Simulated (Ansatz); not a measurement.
C$_{2}$H$_{6}$N (SMILES CC[NH-]), charge -1, singlet, at a GFN2-xTB geometry (a gas-phase anion, which may not be bound at this level); Ansatz (a first-principles code) with PBE/6-311G**.

Input for Ansatz:
Ansatz 0.2 input:
```yaml
crystal:
  periodic: [false, false, false]
  atoms:
    - {symbol: C, position_ang: [1.19119079, -0.38292669, 0.00717213]}
    - {symbol: C, position_ang: [-0.13122655, 0.52167957, 0.02064457]}
    - {symbol: N, position_ang: [-1.34791120, -0.10755068, 0.08388981]}
    - {symbol: H, position_ang: [2.09946740, 0.22915829, 0.01714482]}
    - {symbol: H, position_ang: [1.19406526, -1.03706791, 0.87919469]}
    - {symbol: H, position_ang: [1.20063277, -1.00631015, -0.88849714]}
    - {symbol: H, position_ang: [0.06822949, 1.23865150, -0.89692383]}
    - {symbol: H, position_ang: [-0.02730219, 1.17890666, 0.90869617]}
    - {symbol: H, position_ang: [-1.45949966, -0.68300083, -0.77374348]}
basis:
  gaussian:
    orbitals: 6-311G__.json
hamiltonian:
  xc: pbe
total_charge: -1
```
The basis file holds 6-311G** in the JSON format of the Basis Set Exchange.

It wrote (shortened):

```
Functional definition: PBE
703 factors; their error is unknown
mean field evaluation 1: about -3650.2959 eV, gradient 4.9e1 eV
mean field evaluation 2: about -3589.9358 eV, gradient 1.4e2 eV
mean field evaluation 4: about -3655.7173 eV, gradient 1.3e1 eV
mean field evaluation 8: about -3656.0981 eV, gradient 8.2e-2 eV
mean field evaluation 16: about -3656.0709 eV, gradient 5.5e-5 eV
mean field -3656.07091541 eV, -134.3581279675 hartree, gradient 5.5e-5 eV, S^2 0.000000; 0 other end points of the search recorded, 0 dependent functions left out
reference -3656.07094937 eV, -134.3581292155 hartree; 13, 13 occupied and 77, 77 virtual orbitals, 703 factors
Total energy: -3656.07094937 eV, -134.3581292155 hartree
```
